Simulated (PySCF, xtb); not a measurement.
FH₃OSeSi, SMILES F[Se]O[SiH3]. The values are those of a single conformer.

Harmonic wavenumbers (cm⁻¹) from GFN2-xTB in xtb 6.7.1 at its own minimum, in rising order: 54, 95, 140, 243, 457, 490, 596, 635, 728, 780, 796, 837, 2254, 2297, 2324.

What does PBE0-D3(BJ)/def2-SVP (PySCF) give at its own minimum? (Estimate from the structure and the level; the computed values follow.)

60, 84, 172, 277, 563, 670, 704, 727, 902, 931, 954, 975, 2247, 2267, 2273. Paired by order, the mean absolute difference is 85 cm⁻¹ and the zero-point energies are 18.2 and 19.7 kcal/mol.
